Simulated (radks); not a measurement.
The numbers below are computed, except where a source is named.
Problem. These are the eigenvalues of the occupied orbitals of an atom or ion with whole-number occupations (eV). Level of theory: scalar-relativistic Kohn-Sham, exchange-only LDA, spin-polarised, spherical densities, point nucleus (a radial shooting solver on a logarithmic mesh with Libxc functionals).

| orbital | eigenvalue |
|---|---|
| 1s up | -62732.92 |
| 1s down | -62730.99 |
| 2s up | -11901.49 |
| 2s down | -11900.28 |
| 2p up | -10676.99 |
| 2p down | -10675.35 |
| 3s up | -3810.084 |
| 3s down | -3808.161 |
| 3p up | -3440.222 |
| 3p down | -3438.121 |
| 3d up | -3000.421 |
| 3d down | -2998.496 |
| 4s up | -1756.008 |
| 4s down | -1748.127 |
| 4p up | -1617.824 |
| 4p down | -1609.977 |

Which element is it, and in what charge state? The configuration may be excited. Open shells, if any, are filled with parallel spins first.

Solution. Z = 70, ytterbium, charge +36: Yb36+ in [Ar] 3d10 4s2 4p4. The list shows which subshells hold electrons but not how many an open one holds; the 1s level, -2305.4 hartree, gives Z - s = 67.9 by -(Z - s)^2/2, which with screening and relativity narrows Z to a few neighbours, and the depths of the outer levels then fix element, charge and occupations together.
